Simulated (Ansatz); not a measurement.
C$_{2}$H$_{5}$AlFN, SMILES `FC[N]1[CH2][AlH]1`, relaxed with RKS PBE-D4/def2-SVP in Ansatz 0.2.0 from a rough embedded geometry. The force threshold is 0.03 eV/Å; the program also tests the step.

The species carries charge 0 and has multiplicity 1.

Start:

```xyz
10

F     1.656    0.574    1.635
C     0.868   -0.338    0.978
N     0.640    0.083   -0.435
C    -0.556    0.932   -0.529
Al   -1.008   -0.771   -1.101
H     1.388   -1.333    0.975
H    -0.077   -0.460    1.592
H    -0.937    1.337    0.418
H    -0.315    1.695   -1.342
H    -1.659   -1.718   -2.193
```

Q: By how much does the energy fall, and how many steps does the optimiser take? (An estimate is asked.)

A: Ansatz gave: 114.94 kJ/mol, in 12 steps.

Q: Which bonds change most? (An estimate is asked.)

A: The calculation gave: N3–Al5 from 1.972 to 1.766 Å; C4–Al5 from 1.852 to 1.947 Å; C2–N3 from 1.491 to 1.404 Å; N3–C4 from 1.470 to 1.516 Å.

Q: Give the relaxed structure. (Best estimate.)

A: The calculation gave: 
```xyz
10

F     2.075    0.306    0.716
C     0.874   -0.353    1.046
N    -0.056   -0.321   -0.005
C    -0.745    0.957   -0.441
Al   -0.903   -0.657   -1.517
H     1.125   -1.409    1.293
H     0.479    0.162    1.957
H    -1.542    1.321    0.246
H    -0.057    1.781   -0.723
H    -1.252   -1.789   -2.571
```
